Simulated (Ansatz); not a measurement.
Start from `BCOCO` and change one atom or group to get `CBOCO`.

Ansatz, PBE0-D4/def2-TZVP geometries, multiplicity 1. Each molecule was computed in one conformer, which needn't be the lowest.

```csv
property,`BCOCO`
size of the dipole moment (ωB97M-V/def2-TZVPP) / D,0.34
size of the dipole moment (B3LYP/def2-TZVPP) / D,0.35
HOMO energy (PBE/def2-TZVPP) / eV,-6.41
HOMO–LUMO gap (PBE/def2-TZVPP) / eV,3.99
HOMO energy (PBE0/def2-TZVPP) / eV,-8.01
LUMO energy (PBE/def2-TZVPP) / eV,-2.42
```

What does the change do to each property? (Best estimate.)

Ansatz gave: 
| property | `CBOCO` | shift |
| --- | --- | --- |
| size of the dipole moment (ωB97M-V/def2-TZVPP) / D | 1.12 | 0.78 |
| size of the dipole moment (B3LYP/def2-TZVPP) / D | 1.11 | 0.76 |
| HOMO energy (PBE/def2-TZVPP) / eV | -6.95 | -0.54 |
| HOMO–LUMO gap (PBE/def2-TZVPP) / eV | 6.07 | 2.08 |
| HOMO energy (PBE0/def2-TZVPP) / eV | -8.47 | -0.46 |
| LUMO energy (PBE/def2-TZVPP) / eV | -0.89 | 1.53 |

With PBE0 the HOMO falls by 0.46 eV and the LUMO rises by 1.51 eV, so the gap widens by about 1.97 eV. PBE moves the HOMO by -0.54 eV and ωB97M-V by -0.40 eV. Dipoles are sizes alone; their direction can turn.

B3LYP here is the variant with VWN-RPA as its local correlation; programs differ in this.
